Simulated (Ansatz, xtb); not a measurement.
**Ranking isomers of C6H7FO**

10 gas-phase structures of C6H7FO, from a drawn sample of its isomers (lower ones may exist). Each was relaxed with GFN2-xTB; where two conformers were screened, the lower at r2SCAN-D4/def2-SVP is listed:

A. `C/C=C(F)\C=C/C=O`, a singlet
B. `C=C/C(F)=C\CC=O`, a singlet
C. `C=C/C(F)=C/C=C\O`, a singlet
D. `C/C=C(F)/C=C/C=O`, a singlet
E. `C/C=C(F)\C=C\C=O`, a singlet
F. `C=C/C(F)=C\C=C/O`, a singlet
G. `C=C/C(F)=C/CC=O`, a singlet
H. `C/C=C(F)/C=C\C=O`, a singlet
I. `C=C/C(F)=C\C=C\O`, a singlet
J. `C=C/C(F)=C/C=C/O`, a singlet

**Question.** Which do you expect lowest at r2SCAN-D4/def2-SVP, and how would the others follow?

**Answer.** Calculated order at r2SCAN-D4/def2-SVP: D (0.0), E (2.3), H (3.4), A (5.8), G (8.3), C (9.4), J (10.8), B (11.2), F (11.6), I (11.7) kcal/mol. Less than 1 kcal/mol parts J and B; B and F; F and I, so the order within those pairs means little.

Energies above the lowest of each column, in kcal/mol; the last columns are at PBE0-D3(BJ)/def2-SVP geometries and were run for some of them only (a dash: not run or not comparable):

```csv
structure,GFN2-xTB,HF/STO-3G,r2SCAN-D4/def2-SVP,PBE0-D3(BJ)/def2-SVP,CCSD(T)/def2-SVP + ΔMP2/def2-TZVPP
D,0.0,0.0,0.0,0.0,0.0
E,0.6,1.9,2.3,1.9,1.7
H,2.7,2.3,3.4,3.1,3.3
A,3.5,4.5,5.8,5.2,5.2
G,6.3,5.7,8.3,6.6,5.2
C,3.8,17.9,9.4,9.5,8.9
J,5.8,18.9,10.8,–,–
B,7.9,7.9,11.2,–,–
F,3.9,19.5,11.6,–,–
I,3.0,18.3,11.7,–,–
```

Every level run on D puts it lowest or level with the lowest. Flexible structures stand in one conformer each, not always the lowest. Frequencies (GFN2-xTB) were run for A, C, D, E, G, H alone. The ΔMP2 step shifts differences by up to 3.8 kcal/mol, which makes them less sure. ΔMP2 is the change of the MP2 energy from the smaller to the larger basis.

Over these structures GFN2-xTB departs from r2SCAN-D4/def2-SVP by 2.4 kcal/mol on average once a common shift is removed. A GFN2-xTB relaxation took about 0.071 s and the r2SCAN-D4/def2-SVP energy about 3.6 s on a shared host (Ansatz 0.2.0, xtb 6.7.1).
